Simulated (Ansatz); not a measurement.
A nudged elastic band was laid between two geometries of BF3 + Cl (5 atoms, charge 0, multiplicity 2).

These are results of UKS PBE/def2-SVP in Ansatz, not measurements.

```
movable images  : 9
climbing image  : yes
spring          : 5.0 eV/Å²
optimiser       : quadratic models (default)
start path      : through a guess of the saddle point
force threshold : 0.05 eV/Å
iteration limit : 60
end points      : relaxed
```

First end point:

```xyz
5
Properties=species:S:1:pos:R:3
B 0.000 0.489 0.683
Cl 0.000 -2.071 1.958
F 1.148 0.444 0.028
F -1.148 0.444 0.028
F 0.000 0.693 2.003
```

Last end point:

```xyz
5
Properties=species:S:1:pos:R:3
B -0.263 0.052 0.340
Cl -0.463 -0.964 1.784
F 0.601 1.035 0.321
F -1.015 -0.215 -0.711
F 1.139 0.092 2.966
```

(1) Which bonds break or form, and what moves?

(2) What energy profile does the band end with?

Answers

(1) Bonds broken: B1–F5. Bonds formed: B1–Cl2. BF3 + Cl becomes BClF2 + F.

(2) The run converged. The highest image is number 10 of 0 to 10, 1.74 eV above the first end and 0.00 eV above the last; the last end lies 1.74 eV above the first. The highest image is an end point: on this band no image between the ends rises above it.

```json
{"image": "0", "path coordinate (Å)": "0.00", "energy (eV)": "0.00", "B1–F5 (Å)": "1.34", "B1–Cl2 (Å)": "2.86"}
{"image": "1", "path coordinate (Å)": "0.32", "energy (eV)": "0.03", "B1–F5 (Å)": "1.36", "B1–Cl2 (Å)": "2.48"}
{"image": "2", "path coordinate (Å)": "0.63", "energy (eV)": "0.20", "B1–F5 (Å)": "1.45", "B1–Cl2 (Å)": "2.09"}
{"image": "3", "path coordinate (Å)": "0.95", "energy (eV)": "0.84", "B1–F5 (Å)": "1.73", "B1–Cl2 (Å)": "1.90"}
{"image": "4", "path coordinate (Å)": "1.27", "energy (eV)": "1.39", "B1–F5 (Å)": "2.10", "B1–Cl2 (Å)": "1.83"}
{"image": "5", "path coordinate (Å)": "1.58", "energy (eV)": "1.61", "B1–F5 (Å)": "2.42", "B1–Cl2 (Å)": "1.80"}
{"image": "6", "path coordinate (Å)": "1.90", "energy (eV)": "1.69", "B1–F5 (Å)": "2.65", "B1–Cl2 (Å)": "1.79"}
{"image": "7", "path coordinate (Å)": "2.22", "energy (eV)": "1.73", "B1–F5 (Å)": "2.81", "B1–Cl2 (Å)": "1.78"}
{"image": "8", "path coordinate (Å)": "2.54", "energy (eV)": "1.74", "B1–F5 (Å)": "2.92", "B1–Cl2 (Å)": "1.78"}
{"image": "9", "path coordinate (Å)": "2.85", "energy (eV)": "1.74", "B1–F5 (Å)": "2.97", "B1–Cl2 (Å)": "1.78"}
{"image": "10", "path coordinate (Å)": "3.03", "energy (eV)": "1.74", "B1–F5 (Å)": "2.98", "B1–Cl2 (Å)": "1.78"}
```

The run took 10 min on 2 threads of Arm Neoverse V1 (shared host), peak memory 0.17 GiB.
